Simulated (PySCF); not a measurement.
Coordinates in bohr (charge 0 multiplicity 6):
```
Co   -0.1469    0.0000   -0.2782
N    -3.5747    0.0000    0.4886
F     3.0907    0.0000    0.5313
```

Computed with UPBE0/[Co def2-TZVP, N def2-TZVP, F def2-TZVP], no relativity, density fitting, PySCF.

This geometry of FCoN is a stationary point at this level.

(1) What is the point group?

(2) Is it a minimum?

(3) What are the dipole moment and the gap between the highest occupied and lowest empty levels of either spin?

(4) Give the atomic charges and bond orders.

(5) What is the atomisation energy, with and without zero-point energy?

Results:

(1) Cs.

(2) Yes: all harmonic wavenumbers are real.

(3) 1.95 D and 3.88 eV.

(4) 
```
atom  Mulliken  Löwdin  polar tensor  spin (Mulliken)  Mayer order to Co1
 Co1      0.84    0.55          1.21             2.91                   –
  N2     -0.31   -0.20         -0.43             2.01                1.17
  F3     -0.53   -0.35         -0.78             0.08                0.77
```

(5) 621 kJ/mol without, 613 kJ/mol with.

This need not be the most stable arrangement of these atoms. Other spin states or occupations of the open shell can lie lower. At this level a broken-symmetry Ms = 1/2 minimum of C∞v symmetry lies 51 kJ/mol below this structure.
